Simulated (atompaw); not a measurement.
An all-electron radial function and its pseudo partner (vanadium (V))

Columns: radius, all-electron u(r) and pseudo u(r) of the 3s shell (level -72.00 eV) of vanadium in the configuration [Ne] 3s2 3p6 3d3 4s1.75 4p0; PBE, scalar-relativistic, PAW (atompaw) scheme, atompaw 4.2.0.5.

| r (bohr) | all-electron | pseudo |
| --- | --- | --- |
| 0.079 | 0.0702 | 0.2224 |
| 0.158 | -0.4964 | 0.4369 |
| 0.237 | -0.5792 | 0.6359 |
| 0.315 | -0.3167 | 0.8106 |
| 0.394 | 0.0754 | 0.9601 |
| 0.473 | 0.4550 | 1.0783 |
| 0.552 | 0.7589 | 1.1627 |
| 0.631 | 0.9698 | 1.2129 |
| 0.710 | 1.0927 | 1.2301 |
| 0.788 | 1.1427 | 1.2175 |
| 0.867 | 1.1387 | 1.1787 |
| 0.946 | 1.0961 | 1.1185 |
| 1.025 | 1.0285 | 1.0424 |
| 1.104 | 0.9470 | 0.9561 |
| 1.183 | 0.8589 | 0.8648 |
| 1.262 | 0.7699 | 0.7732 |
| 1.340 | 0.6848 | 0.6861 |
| 1.419 | 0.6036 | 0.6038 |
| 1.498 | 0.5285 | 0.5285 |
| 1.577 | 0.4604 | 0.4604 |
| 1.656 | 0.3994 | 0.3994 |
| 1.735 | 0.3450 | 0.3450 |
| 1.813 | 0.2977 | 0.2977 |
| 1.892 | 0.2558 | 0.2558 |
| 1.971 | 0.2192 | 0.2192 |
| 2.050 | 0.1874 | 0.1874 |

(1) How many radial nodes do the two functions have?

(2) At about which radius was the pseudo-wave matched?

(3) Is the pseudo-wave norm-conserving?

Answers

(1) The all-electron 3s function has n − l − 1 = 2; the pseudo-wave has 0, since the states of the same l below it are removed with the core.

(2) 1.50 bohr. The columns agree to 0.0005 from 1.42 bohr on; several derivatives are matched, so the curves merge somewhat inside the radius.

(3) No, it belongs to a PAW set: the norm inside the radius is not constrained, and the difference is carried by the augmentation charge.
